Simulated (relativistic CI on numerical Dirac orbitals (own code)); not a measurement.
## Crystal-field levels of Pt⁶⁺, 5d4

Calculated by Dirac-Coulomb-Breit CI, orbitals from a KLI potential per configuration, model QED, valence Slater integrals scaled by 0.65, one configuration in a parametric crystal field (own radial code).

Field parameters in Wybourne normalisation: Oh B⁴₀ = 21Dq, B⁴₄ = √(5/14) B⁴₀. The field is a parameter set, without covalency.

S and J are read from ⟨S²⟩ = S(S + 1) and ⟨J²⟩ = J(J + 1) of each level; they are not fictitious spins.

Oh, 10Dq = 10000 cm⁻¹, the lowest 10 levels:

```
E (cm⁻¹)  Degeneracy  Irrep     S     J
     0.0           1     A1  1.40  1.38
    8703           3     T1  1.70  1.95
   13166           2      E  1.74  2.39
   14319           3     T2  1.64  3.17
   16461           1     A2  1.86  3.01
   16962           3     T2  1.28  3.31
   18268           2      E  1.14  3.84
   18943           3     T1  1.33  3.50
   19078           1     A1  1.36  3.63
   21702           3     T1  1.32  3.74
```

Oh, 10Dq = 18000 cm⁻¹, the lowest 10 levels:

| E (cm⁻¹) | Degeneracy | Irrep | S | J |
| --- | --- | --- | --- | --- |
| 0.0 | 1 | A1 | 1.24 | 2.38 |
| 8787 | 3 | T1 | 1.45 | 2.90 |
| 13196 | 2 | E | 1.35 | 2.98 |
| 13531 | 3 | T2 | 1.07 | 3.84 |
| 18871 | 3 | T2 | 1.69 | 2.93 |
| 19070 | 1 | A2 | 1.90 | 3.01 |
| 19402 | 2 | E | 1.43 | 3.58 |
| 20920 | 3 | T1 | 1.47 | 3.23 |
| 21093 | 1 | A1 | 1.56 | 3.24 |
| 25411 | 3 | T2 | 0.93 | 4.24 |

Oh, 10Dq = 25950 cm⁻¹, the lowest 10 levels:

| E (cm⁻¹) | Degeneracy | Irrep | S | J |
| --- | --- | --- | --- | --- |
| 0.0 | 1 | A1 | 1.12 | 3.00 |
| 8403 | 3 | T1 | 1.23 | 3.45 |
| 12441 | 3 | T2 | 0.88 | 3.97 |
| 12602 | 2 | E | 1.05 | 3.38 |
| 22324 | 2 | E | 1.29 | 3.92 |
| 22434 | 3 | T2 | 1.37 | 3.57 |
| 23801 | 1 | A2 | 1.91 | 3.01 |
| 24701 | 3 | T1 | 1.69 | 2.98 |
| 25019 | 1 | A1 | 1.70 | 3.05 |
| 25348 | 3 | T2 | 1.32 | 3.72 |

Oh, 10Dq = 33950 cm⁻¹, the lowest 16 levels:

| E (cm⁻¹) | Degeneracy | Irrep | S | J |
| --- | --- | --- | --- | --- |
| 0.0 | 1 | A1 | 1.04 | 3.38 |
| 7898 | 3 | T1 | 1.12 | 3.72 |
| 11651 | 3 | T2 | 0.83 | 3.99 |
| 11957 | 2 | E | 0.94 | 3.55 |
| 22783 | 3 | T2 | 0.63 | 4.25 |
| 22974 | 2 | E | 0.60 | 4.43 |
| 29822 | 1 | A2 | 1.93 | 3.01 |
| 30065 | 3 | T2 | 1.85 | 2.94 |
| 30251 | 3 | T1 | 1.79 | 2.88 |
| 30415 | 2 | E | 1.79 | 3.03 |
| 30515 | 1 | A1 | 1.79 | 2.93 |
| 33710 | 1 | A1 | 0.61 | 3.97 |
| 38874 | 3 | T1 | 0.98 | 4.44 |
| 42853 | 1 | A1 | 1.05 | 4.11 |
| 42911 | 3 | T1 | 1.18 | 3.87 |
| 43222 | 3 | T2 | 0.97 | 3.89 |

Oh, 10Dq = 41950 cm⁻¹, the lowest 10 levels:

| E (cm⁻¹) | Degeneracy | Irrep | S | J |
| --- | --- | --- | --- | --- |
| 0.0 | 1 | A1 | 1.00 | 3.61 |
| 7474 | 3 | T1 | 1.07 | 3.85 |
| 11124 | 3 | T2 | 0.82 | 4.00 |
| 11467 | 2 | E | 0.90 | 3.63 |
| 22304 | 3 | T2 | 0.51 | 4.27 |
| 22547 | 2 | E | 0.46 | 4.42 |
| 34213 | 1 | A1 | 0.45 | 3.82 |
| 36543 | 1 | A2 | 1.93 | 3.01 |
| 36619 | 3 | T2 | 1.90 | 2.91 |
| 36743 | 3 | T1 | 1.84 | 2.85 |

Levels of this model without a field, named by their leading LS term (the scale mimics covalency, so terms lie below those of the real free ion): ⁵D0 0, ⁵D1 8405, ⁵D2 14070, ⁵D3 17420, ⁵D4 17728, ⁵D0 25107, ³H4 26412, ³G3 29352 cm⁻¹.
